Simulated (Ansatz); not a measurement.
C2H8BGa can be A, `B[CH2][GaH][CH3]`, or B, `C[BH][GaH][CH3]`.

Computed with Ansatz on PBE0-D4/def2-TZVP structures; ΔE is electronic, products minus reactants. CCSD(T)/CBS is the MP2 limit (def2-TZVPP, def2-QZVPP) plus CCSD(T) − MP2 in def2-TZVPP, frozen cores. DFT in def2-TZVPP. B3LYP here is the variant with VWN-RPA as its local correlation; programs differ in this. For Ga outer-core shells are correlated without core-valence functions, which leaves a few kJ/mol of doubt a bond. Scalar relativity is left out up to krypton. One conformer a species, not always the lowest.

(1) Which is lower in electronic energy at CCSD(T)/CBS, and by how much? (Best estimate.)

(2) Give E(B) − E(A) in kJ/mol with PBE-D4, ωB97M-V, HF/def2-TZVPP, CCSD(T)/def2-TZVPP, B3LYP-D4, B3LYP, CCSD/def2-TZVPP. (Estimate.)

Largest T1 diagnostic: 0.012.

Results:

(1) Computed: A, by 45.6 kJ/mol.

(2) Ansatz gave: PBE-D4 38.2, ωB97M-V 45.2, HF/def2-TZVPP 40.0, CCSD(T)/def2-TZVPP 47.1, B3LYP-D4 41.8, B3LYP 38.4, CCSD/def2-TZVPP 44.7. None reverses the order clearly.

In def2-TZVPP, CCSD(T) changes the Hartree–Fock value by +7.1 kJ/mol (the triples alone add +2.4 kJ/mol) and MP2 by +14.8 kJ/mol. The D4 term adds +3.4 kJ/mol with B3LYP and +1.8 kJ/mol with PBE0; it sums over pairs of atoms, weighted by their polarisabilities, and B3LYP, whose exchange is more repulsive, gets the larger term.
